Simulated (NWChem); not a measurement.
System: PbS, singlet; SMILES [S]=[Pb]

Program: NWChem. Low-valent species are run as closed-shell singlets; no triplet was tried in these runs. Geometry: optimised at PBE0/def2-SVP. def2 effective core potentials on Pb; no spin-orbit coupling. Static field.

For level CAM-B3LYP/def2-SVP:

```yaml
isotropic polarisability (bohr³): 48.1
anisotropy (bohr³): 47.5
```

Question: Estimate the same quantities for level CAM-B3LYP/def2-SVPD.

Answer: The isotropic polarisability (bohr³) comes out as 66.7 and the anisotropy (bohr³) is 45.5.
